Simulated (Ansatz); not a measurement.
CH₅AlBFO (`C[BH][Al]([OH])[F]`) from Hartree–Fock to CCSD(T)

```xyz
10

C     1.510    0.168   -0.749
B     0.533    0.832    0.253
Al   -1.376   -0.017    0.698
O    -1.861   -1.430   -0.102
F    -2.433    0.637    1.794
H     1.077   -0.520   -1.477
H     2.216    0.849   -1.231
H     2.125   -0.459   -0.073
H     0.906    1.810    0.841
H    -2.697   -1.870    0.044
```

The species carries charge 0 and has multiplicity 1. The geometry is a stationary point of PBE0-D4/def2-TZVP. It is one conformer, not always the lowest. Frozen core, restricted reference, Ansatz. CBS rows extrapolate triple and quadruple zeta; past MP2 they add the triple-zeta difference.

```json
{"basis": "def2-SVP", "HF (Eh)": "-481.53157", "MP2 corr.": "-0.65619", "CCSD corr.": "-0.69737", "(T)": "-0.01471", "CCSD(T) total": "-482.24365"}
{"basis": "def2-TZVPP", "HF (Eh)": "-481.91569", "MP2 corr.": "-0.83980", "CCSD corr.": "-0.87250", "(T)": "-0.02899", "CCSD(T) total": "-482.81718"}
{"basis": "def2-QZVPP", "HF (Eh)": "-481.93473", "MP2 corr.": "-0.90789", "CCSD corr.": "–", "(T)": "–", "CCSD(T) total": "–"}
{"basis": "CBS(def2)", "HF (Eh)": "-481.93735", "MP2 corr.": "-0.95833", "CCSD corr.": "-0.99102", "(T)": "as TZ", "CCSD(T) total": "-482.95736"}
```
